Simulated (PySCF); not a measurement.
Assigning NMR signals

Molfile (atoms numbered from 1):
```
C4H9BO3
     RDKit          3D

 17 17  0  0  0  0  0  0  0  0999 V2000
   -2.3741    1.0222    0.6294 C   0  0  0  0  0  0  0  0  0  0  0  0
   -1.6444   -0.1753    0.6782 O   0  0  0  0  0  0  0  0  0  0  0  0
   -0.8283   -0.3826   -0.4143 C   0  0  2  0  0  0  0  0  0  0  0  0
   -0.1265   -1.7395   -0.2631 C   0  0  0  0  0  0  0  0  0  0  0  0
    1.2322   -1.4370   -0.0251 O   0  0  0  0  0  0  0  0  0  0  0  0
    1.4022   -0.0867   -0.1489 B   0  0  0  0  0  0  0  0  0  0  0  0
    2.7660    0.6435    0.0479 C   0  0  0  0  0  0  0  0  0  0  0  0
    0.2263    0.5570   -0.4613 O   0  0  0  0  0  0  0  0  0  0  0  0
   -1.7108    1.9029    0.6355 H   0  0  0  0  0  0  0  0  0  0  0  0
   -3.0085    1.0697   -0.2767 H   0  0  0  0  0  0  0  0  0  0  0  0
   -3.0207    1.0506    1.5159 H   0  0  0  0  0  0  0  0  0  0  0  0
   -1.4114   -0.2808   -1.3515 H   0  0  0  0  0  0  0  0  0  0  0  0
   -0.2180   -2.3584   -1.1697 H   0  0  0  0  0  0  0  0  0  0  0  0
   -0.5581   -2.2850    0.5891 H   0  0  0  0  0  0  0  0  0  0  0  0
    2.8310    1.5542   -0.5647 H   0  0  0  0  0  0  0  0  0  0  0  0
    3.6166   -0.0137   -0.1826 H   0  0  0  0  0  0  0  0  0  0  0  0
    2.8664    0.9527    1.1019 H   0  0  0  0  0  0  0  0  0  0  0  0
  1  2  1  0
  2  3  1  0
  3  4  1  0
  4  5  1  0
  5  6  1  0
  6  7  1  0
  6  8  1  0
  8  3  1  0
  1  9  1  0
  1 10  1  0
  1 11  1  0
  3 12  1  6
  4 13  1  0
  4 14  1  0
  7 15  1  0
  7 16  1  0
  7 17  1  0
M  END
```

How the numbers were obtained: shieldings: GIAO KT3/pcSseg-1, PBE0-D3(BJ)/def2-SVP structure, B3LYP/pcJ-1 coupling constants (spin–dipole term only in couplings to heteroatoms), in PySCF (single conformer, fast rotation and ring inversion assumed for equivalent nuclei, no solvent, non-relativistic).

Shifts are taken against calculated references (same method and geometry level): ¹³C and ¹H against TMS.

**Question.** Assign these signals to the numbered atoms. ¹³C{¹H} NMR (computed): δ 103.9 (CH), 74.0 (CH2), 55.3 (CH3), -6.3 (CH3).

**Answer.** 
| δ (ppm) | atoms | environment | reason |
| --- | --- | --- | --- |
| 103.9 | C3 | sp3 carbon bearing two oxygens | 2 electronegative neighbours deshield it |
| 74.0 | C4 | sp3 CH2 bonded to O | pulled downfield by the heteroatom |
| 55.3 | C1 | methyl carbon bonded to O | deshielded by the electronegative neighbour |
| -6.3 | C7 | methyl carbon bonded to B | – |

**Question.** Assign these signals to the numbered atoms. ¹H NMR (300 MHz, computed): δ 5.20 (dd, J = 6.9, 3.2 Hz, 1H), 4.15 (dd, J = 11.3, 6.9 Hz, 1H), 3.91 (dd, J = 11.3, 3.2 Hz, 1H), 3.40 (s, 3H), 0.31 (s, 3H).

**Answer.** 
| δ (ppm) | atoms | environment | reason |
| --- | --- | --- | --- |
| 5.20 | H12 | hydrogen on an sp3 carbon bearing two oxygens | its carbon carries O, an electronegative neighbour |
| 4.15 | H13 | hydrogen on an sp3 CH2 bonded to O | its carbon carries O, an electronegative neighbour |
| 3.91 | H14 | hydrogen on an sp3 CH2 bonded to O | – |
| 3.40 | H9/H10/H11 | hydrogen on a methyl carbon bonded to O | its carbon carries O, an electronegative neighbour |
| 0.31 | H15/H16/H17 | hydrogen on a methyl carbon bonded to B | – |

A carbon bonded to boron is broadened by the quadrupolar boron nucleus and is often missing from a measured spectrum. Splittings below 1 Hz are ignored in the labels, and close J values are merged. Unscaled 3J(H,H) at this level run about 10 % above measured values. Shifts are as computed, not scaled to solution data. Of 1313 compounds with measured shifts, 239 miss one by over three times the rms of a fit or turn the order of signals round; such compounds aren't used in these exercises. Only one conformer was computed, so three-bond couplings in flexible chains and rings are approximate.
